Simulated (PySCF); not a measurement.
CrHO, SMILES [OH][Cr] (connectivity only; charge and spin as stated), neutral, multiplicity 6.

Coordinates come from a PBE-D3(BJ)/def2-TZVP optimisation. The multiplicity is an assumed one; other spin states were not compared.

Computed with PySCF 2.14.0 with TDA-CAM-B3LYP/def2-TZVPD.

Vertical excitations. The molecule is in vacuum.

Computed excitation energies, oscillator strengths and character:
```
state    energy (eV)  λ (nm)      f                                               main pairs
-------  -----------  ------  -----  -------------------------------------------------------
root 1          1.15    1079  0.002                                       α HOMO−1→LUMO 85 %
root 2          1.47     843  0.004                                       α HOMO−2→LUMO 80 %
root 3          1.66     747  0.015  α HOMO→LUMO 53 %, α HOMO−4→LUMO 30 %, α HOMO−2→LUMO 9 %
root 4          1.69     732  0.000                                       α HOMO−3→LUMO 91 %
root 5          1.72     721  0.010                     α HOMO−4→LUMO 59 %, α HOMO→LUMO 32 %
root 6          3.81     326  0.190                                       α HOMO→LUMO+1 90 %
root 7          3.95     314  0.182                                       α HOMO→LUMO+2 89 %
root 8          4.03     308  0.000                                     α HOMO−1→LUMO+1 86 %
root 9          4.29     289  0.007               α HOMO−1→LUMO+2 59 %, α HOMO−2→LUMO+1 27 %
root 10         4.49     276  0.009               α HOMO−3→LUMO+1 67 %, α HOMO−4→LUMO+2 16 %
```
Unrestricted roots are not spin-pure.
